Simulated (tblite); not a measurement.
Compound: C6H10OSSi.
SMILES with atom numbers: `[CH3:1][C@@:2]1([CH:3]=[O:4])[CH2:5][CH:6]=[CH:7][SiH2:8][S:9]1` (hydrogens: H10, H11, H12 on C1; H13 on C3; H14, H15 on C5; H16 on C6; H17 on C7; H18, H19 on Si8)

Computed with GFN2-xTB (tblite), gas phase: L-BFGS steps from a force-field or distance-geometry start until the largest atomic force falls under 0.01 eV/Å.

Step 17: E = -733.7865 eV
```
atom  x, y, z in Å  |  force x, y, z in eV/Å
C1     -1.6293    1.5988    0.6432    0.028  -0.005  -0.011
C2     -0.6613    0.4565    0.3179   -0.079  -0.025  -0.007
C3     -1.4324   -0.8321    0.4217    0.035  -0.060  -0.008
O4     -1.6527   -1.5884   -0.4827    0.073  -0.015   0.001
C5     -0.0578    0.6638   -1.0695   -0.043   0.029   0.027
C6      1.0161   -0.2597   -1.5550   -0.038   0.005   0.011
C7      1.8286   -1.0327   -0.8425   -0.008  -0.022   0.067
Si8     1.8335   -1.1798    1.0221    0.037  -0.073   0.018
S9      0.5701    0.4241    1.6912    0.004   0.062   0.026
H10    -1.0868    2.5409    0.6566   -0.015   0.016  -0.009
H11    -2.0695    1.4497    1.6272   -0.021  -0.006  -0.049
H12    -2.4168    1.6443   -0.1076   -0.011   0.028   0.048
H13    -1.8006   -1.0330    1.4468    0.024   0.037  -0.011
H14    -0.8921    0.6013   -1.7756    0.004  -0.013  -0.038
H15     0.3318    1.6852   -1.1333    0.041   0.032   0.033
H16     1.1250   -0.2286   -2.6347    0.007  -0.008   0.015
H17     2.5677   -1.6122   -1.3799   -0.028  -0.031   0.006
H18     1.2959   -2.4486    1.5256    0.030   0.096  -0.072
H19     3.1208   -0.8401    1.6210   -0.041  -0.046  -0.046
```

Step 18: E = -733.7882 eV
```
atom  x, y, z in Å  |  force x, y, z in eV/Å
C1     -1.6303    1.5999    0.6433    0.027  -0.011  -0.007
C2     -0.6645    0.4565    0.3170   -0.031   0.002  -0.008
C3     -1.4267   -0.8370    0.4232    0.026  -0.019  -0.031
O4     -1.6375   -1.5963   -0.4811    0.067  -0.025   0.031
C5     -0.0592    0.6662   -1.0701   -0.019   0.019   0.016
C6      1.0140   -0.2594   -1.5564   -0.016  -0.012   0.033
C7      1.8259   -1.0342   -0.8439   -0.023  -0.028   0.066
Si8     1.8301   -1.1808    1.0218    0.030  -0.027   0.009
S9      0.5680    0.4285    1.6893    0.035   0.018   0.018
H10    -1.0867    2.5417    0.6605   -0.017   0.004  -0.036
H11    -2.0685    1.4527    1.6284   -0.042  -0.024  -0.058
H12    -2.4163    1.6445   -0.1094   -0.019   0.046   0.067
H13    -1.7959   -1.0355    1.4488    0.023   0.022  -0.031
H14    -0.8925    0.6096   -1.7781    0.008  -0.026  -0.033
H15     0.3341    1.6867   -1.1321    0.036   0.023   0.047
H16     1.1263   -0.2280   -2.6359   -0.010  -0.005   0.018
H17     2.5622   -1.6201   -1.3806   -0.052   0.006   0.017
H18     1.2922   -2.4492    1.5245    0.026   0.092  -0.065
H19     3.1155   -0.8366    1.6234   -0.047  -0.056  -0.053
```

Step 19: E = -733.7899 eV
```
atom  x, y, z in Å  |  force x, y, z in eV/Å
C1     -1.6308    1.6008    0.6431    0.012  -0.010  -0.001
C2     -0.6677    0.4566    0.3160    0.030   0.028  -0.008
C3     -1.4206   -0.8418    0.4243    0.016   0.024  -0.044
O4     -1.6218   -1.6045   -0.4794    0.062  -0.039   0.050
C5     -0.0608    0.6689   -1.0704    0.013   0.005  -0.001
C6      1.0116   -0.2593   -1.5571    0.003  -0.022   0.048
C7      1.8226   -1.0361   -0.8443   -0.041  -0.023   0.042
Si8     1.8271   -1.1822    1.0215    0.006   0.041  -0.005
S9      0.5667    0.4327    1.6880    0.054  -0.024  -0.002
H10    -1.0868    2.5425    0.6634   -0.014  -0.006  -0.054
H11    -2.0684    1.4548    1.6283   -0.057  -0.037  -0.049
H12    -2.4161    1.6456   -0.1098   -0.030   0.058   0.065
H13    -1.7907   -1.0373    1.4502    0.017   0.005  -0.041
H14    -0.8927    0.6169   -1.7809    0.016  -0.029  -0.021
H15     0.3371    1.6885   -1.1301    0.022   0.005   0.056
H16     1.1271   -0.2275   -2.6365   -0.025  -0.006   0.029
H17     2.5560   -1.6273   -1.3810   -0.067   0.033   0.027
H18     1.2890   -2.4483    1.5225    0.009   0.055  -0.045
H19     3.1093   -0.8339    1.6249   -0.023  -0.058  -0.047
```

**Question.** Estimate the geometry and energy of step 20. (The exact step hangs on the optimiser's Hessian estimate; all steps are aligned on step 19, rigid shifts and turns removed.)

**Answer.** E = -733.7920 eV, largest force 0.111 eV/Å
```
atom  x, y, z in Å  |  force x, y, z in eV/Å
C1     -1.6311    1.6016    0.6429   -0.012  -0.004   0.004
C2     -0.6708    0.4571    0.3146    0.087   0.046  -0.009
C3     -1.4131   -0.8466    0.4248    0.009   0.058  -0.046
O4     -1.6024   -1.6149   -0.4766    0.058  -0.047   0.060
C5     -0.0623    0.6722   -1.0708    0.045  -0.006  -0.018
C6      1.0087   -0.2595   -1.5570    0.015  -0.021   0.051
C7      1.8180   -1.0388   -0.8439   -0.058  -0.011   0.002
Si8     1.8236   -1.1831    1.0211   -0.025   0.106  -0.019
S9      0.5662    0.4371    1.6864    0.057  -0.056  -0.023
H10    -1.0871    2.5433    0.6655   -0.007  -0.011  -0.063
H11    -2.0694    1.4563    1.6272   -0.065  -0.048  -0.025
H12    -2.4165    1.6481   -0.1089   -0.044   0.062   0.047
H13    -1.7844   -1.0390    1.4508    0.007  -0.011  -0.044
H14    -0.8926    0.6246   -1.7844    0.030  -0.025  -0.002
H15     0.3411    1.6906   -1.1265    0.004  -0.016   0.056
H16     1.1273   -0.2269   -2.6365   -0.038  -0.010   0.042
H17     2.5476   -1.6348   -1.3813   -0.070   0.049   0.033
H18     1.2856   -2.4460    1.5193   -0.017  -0.002  -0.016
H19     3.1016   -0.8320    1.6257    0.024  -0.053  -0.030
```

The energy changes by -0.0020 eV. The first-order estimate −F·Δx gives -0.0027 eV and the mean of the old and new forces, exact on a quadratic surface, -0.0020 eV. The step makes an angle of 72° with the force vector and moves no atom by more than 0.022 Å.

What follows is the cost of the whole relaxation. Time: 2.6 s wall. Hardware: one thread, Intel Xeon at 2.50 GHz (x86_64), no GPU, shared host.
